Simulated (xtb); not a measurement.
Br₂Pb, singlet, at a GFN2-xTB geometry (such geometries of metal compounds can be far from the true shape); xtb 6.7.1 with GFN1-xTB with ALPB(dmso).

Input for xtb:
```
$ xtb mol.xyz --gfn 1 --alpb dmso --json

# file mol.xyz
3

Pb     0.00240630     0.00054633     0.75031546
Br     1.12249584    -1.65311511    -0.88134668
Br    -1.12813346     1.65183512    -0.87653525
```

It wrote (shortened):

```
   ID    Z sym.   atoms
    1   82 Pb     1
    2   35 Br     2, 3

           -------------------------------------------------
          |                Calculation Setup                |
           -------------------------------------------------

           -------------------------------------------------
          |                 G F N 1 - x T B                 |
           -------------------------------------------------

      * Solvation model:               ALPB
        Solvent                        dmso
        Parameter file                 internal GFN1-xTB/ALPB
        Dielectric constant                4.6680E+01
        Reference state                gsolv [1 M gas/solution]
        Free energy shift                  7.6243E-03 Eh       4.7843E+00 kcal/mol
        Temperature                        2.9815E+02 K
        Density                            1.1000E+00 kg/L
        Solvent mass                       7.8130E+01 g/mol
        Interaction kernel             P16
        Born radius scaling (c1)           1.7672E+00
        Born radii integrator          GBOBC
        Born offset                        0.0000E+00 a0       0.0000E+00 AA
        H-bond correction              true
        Ion screening                  false
        Surface tension                    1.0000E-05 Eh       1.5569E+01 dyn/cm
        Grid points                               230 per atom

          ...................................................
          :                      SETUP                      :
          :.................................................:
          :  # basis functions                  24          :
          :  # atomic orbitals                  22          :
          :  # shells                            8          :
          :  # electrons                        18          :
          :  # halogen bonds                     0          :
          :  max. iterations                   250          :
          :  Hamiltonian                  GFN1-xTB          :
          :  restarted?                      false          :
          :  GBSA solvation                   true          :
          :  PC potential                    false          :
          :  electronic temp.          300.0000000     K    :
          :  accuracy                    1.0000000          :
          :  -> integral cutoff          0.2500000E+02      :
          :  -> integral neglect         0.1000000E-07      :
          :  -> SCF convergence          0.1000000E-05 Eh   :
          :  -> wf. convergence          0.2000000E-04 e    :
          :  Broyden damping             0.4000000          :
          :  net charge                          0          :
          :  unpaired electrons                  0          :
          ...................................................

 iter      E             dE          RMSdq      gap      omega  full diag
   1     -9.2723854 -0.927239E+01  0.652E+00    1.66       0.0  T
   2     -9.3156009 -0.432156E-01  0.910E+00    5.03       1.0  T
   3     -9.4451491 -0.129548E+00  0.549E+00    4.06       1.0  T
   4     -9.1227166  0.322432E+00  0.129E+01    1.29       1.0  T
   5     -9.4837577 -0.361041E+00  0.229E+00    3.52       1.0  T
   6     -9.4989951 -0.152374E-01  0.969E-01    3.21       1.0  T
   7     -9.5005348 -0.153966E-02  0.655E-01    3.15       1.0  T
   8     -9.5018449 -0.131014E-02  0.219E-01    3.05       1.0  T
   9     -9.5019047 -0.597738E-04  0.168E-01    3.04       1.0  T
  10     -9.5019947 -0.900812E-04  0.146E-02    3.01       4.0  T
  11     -9.5019954 -0.638093E-06  0.133E-03    3.01      43.6  T
  12     -9.5019954 -0.586168E-08  0.873E-05    3.01     661.1  T
  13     -9.5019954 -0.262599E-10  0.607E-08    3.01  100000.0  T

   *** convergence criteria satisfied after 13 iterations ***

         :::::::::::::::::::::::::::::::::::::::::::::::::::::
         ::                     SUMMARY                     ::
         :::::::::::::::::::::::::::::::::::::::::::::::::::::
         :: total energy              -9.491515927620 Eh    ::
         :: total w/o Gsasa/hb        -9.483434714622 Eh    ::
         :: gradient norm              0.030135756152 Eh/a0 ::
         :: HOMO-LUMO gap              3.009148179703 eV    ::
         ::.................................................::
         :: SCC energy                -9.501995392754 Eh    ::
         :: -> electrostatic           0.041400668193 Eh    ::
         :: -> Gsolv                  -0.011210959984 Eh    ::
         ::    -> Gelec               -0.003129746986 Eh    ::
         ::    -> Gsasa               -0.015705492003 Eh    ::
         ::    -> Ghb                  0.000000000000 Eh    ::
         ::    -> Gshift               0.007624279005 Eh    ::
         :: repulsion energy           0.011676208122 Eh    ::
         :: dispersion energy         -0.001196742988 Eh    ::
         :: halogen bond corr.         0.000000000000 Eh    ::
         :: add. restraining           0.000000000000 Eh    ::
         :: total charge              -0.000000000000 e     ::
         :::::::::::::::::::::::::::::::::::::::::::::::::::::

           -------------------------------------------------
          |                Property Printout                |
           -------------------------------------------------

    * Orbital Energies and Occupations

         #    Occupation            Energy/Eh            Energy/eV
      -------------------------------------------------------------
         1        2.0000           -0.6786180             -18.4661
         2        2.0000           -0.6243212             -16.9886
         3        2.0000           -0.6124136             -16.6646
         4        2.0000           -0.4022664             -10.9462
         5        2.0000           -0.3858181             -10.4986
         6        2.0000           -0.3810732             -10.3695
         7        2.0000           -0.3671875              -9.9917
         8        2.0000           -0.3647470              -9.9253
         9        2.0000           -0.3553335              -9.6691 (HOMO)
        10                         -0.2447493              -6.6600 (LUMO)
        11                         -0.1353542              -3.6832
        12                         -0.1070179              -2.9121
        13                         -0.0203830              -0.5547
        14                         -0.0192624              -0.5242
        15                         -0.0160003              -0.4354
        16                         -0.0143406              -0.3902
        17                         -0.0111304              -0.3029
        18                         -0.0033710              -0.0917
        19                         -0.0004890              -0.0133
        20                          0.0291660               0.7936
       ...                                ...                  ...
        22                          0.1883620               5.1256
      -------------------------------------------------------------
                  HL-Gap            0.1105842 Eh            3.0091 eV
             Fermi-level           -0.3000414 Eh           -8.1645 eV

  Mulliken/CM5 charges         n(s)   n(p)   n(d)
     1Pb    0.52432  0.53228   1.978  1.498  0.000
     2Br   -0.26216 -0.26614   1.952  5.318 -0.008
     3Br   -0.26216 -0.26614   1.952  5.318 -0.008

Wiberg/Mayer (AO) data.
largest (>0.10) Wiberg bond orders for each atom

 ---------------------------------------------------------------------------
     #   Z sym  total        # sym  WBO       # sym  WBO       # sym  WBO
 ---------------------------------------------------------------------------
     1  82 Pb   2.125 --     3 Br   1.062     2 Br   1.062
     2  35 Br   1.129 --     1 Pb   1.062
     3  35 Br   1.129 --     1 Pb   1.062
 ---------------------------------------------------------------------------

Topologies differ in total number of bonds
Writing topology from bond orders to xtbtopo.mol

 dipole moment from electron density (au)
     X       Y       Z
   0.0069   0.0016   2.1507  total (Debye):    5.467

           -------------------------------------------------
          | TOTAL ENERGY               -9.491515927620 Eh   |
          | GRADIENT NORM               0.030135756152 Eh/α |
          | HOMO-LUMO GAP               3.009148179703 eV   |
           -------------------------------------------------

normal termination of xtb
```
